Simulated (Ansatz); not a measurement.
Program: Ansatz. Geometries: PBE0-D4/def2-TZVP. ΔE: electronic, gas phase. CBS: MP2 limit from def2 TZ/QZ plus the TZ coupled-cluster correction, frozen cores. DFT in def2-TZVPP. B3LYP here is the variant with VWN-RPA as its local correlation; programs differ in this. Elements past krypton have def2 core potentials. For Hf, I, In outer-core shells are correlated without core-valence functions, which leaves a few kJ/mol of doubt a bond. One conformer a species, not always the lowest.

Consider the redistribution: `[CH3][In]([Cl])[I]` + `[F][Hf]([F])([F])[SH]` → `[CH3][In]([SH])[Cl]` + `[F][Hf]([F])([F])[I]`.

```
       level  ΔE (kJ/mol)  difference from CCSD(T)/CBS
   revPBE-D4         -2.9                         -1.7
    B3LYP-D4         -1.3                         -0.1
  r2SCANh-D4         -3.7                         -2.5
    BHLYP-D4         -1.0                          0.2
      revPBE         -1.7                         -0.5
        BLYP         -0.6                          0.6
      r2SCAN         -3.8                         -2.6
        PBE0         -2.7                         -1.5
     r2SCAN0         -3.4                         -2.2
HF/CBS(def2)         -0.7                          0.5
 CCSD(T)/CBS         -1.2                            0
```

Largest T1 diagnostic among the species: 0.016.

At CCSD(T), def2-SVP lies +4.5 kJ/mol from the extrapolated value and def2-TZVPP −5.4 kJ/mol. Leaving LDA and LC-ωPBE aside and taking each functional with its dispersion term where it has one, the values, not all of them listed here, spread over 4.3 kJ/mol, from PBE-QIDH to BHLYP-D4. LDA lies −3.1 kJ/mol from PBE without D4. In def2-TZVPP, CCSD(T) changes the Hartree–Fock value by −5.9 kJ/mol (the triples alone add −1.0 kJ/mol) and MP2 by −7.5 kJ/mol.
